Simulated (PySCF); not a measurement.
Hf⁴¹⁺: ionisation energy

Hf⁴¹⁺ [Ar] 3d10 4s2 4p1 [4p1/2^1, M_J = 1/2] → Hf⁴²⁺ [Ar] 3d10 4s2, as a difference of total energies. Computed with PySCF 2.14 in an uncontracted even-tempered set (16 s from 5 bohr⁻², ratio 2.8; 13 p from 6.5 bohr⁻², ratio 2.8; 8 d from 12 bohr⁻², ratio 2.8; 4 f from 28 bohr⁻², ratio 3), with the two-component X2C-1e Hamiltonian. Correlated levels: [Ne] frozen; the 72 highest virtual spinors dropped. "Screened" scales the spin-orbit matrix elements by Boettger's factors to mimic the two-electron term; Breit and QED terms are absent.

```
                    method  ionisation energy (eV)
           GHF (spin-free)                  1955.7
          GMP2 (spin-free)                  1956.5
 GHF (screened spin-orbit)                  2015.5
GMP2 (screened spin-orbit)                  2016.2
```

Breit and QED terms and the two-electron picture change are absent.

The spin-free rows lack the spin-orbit shift.

For comparison: 2022 ± 4 eV (theoretical estimate listed by NIST; NIST Atomic Spectra Database, ionization energies).
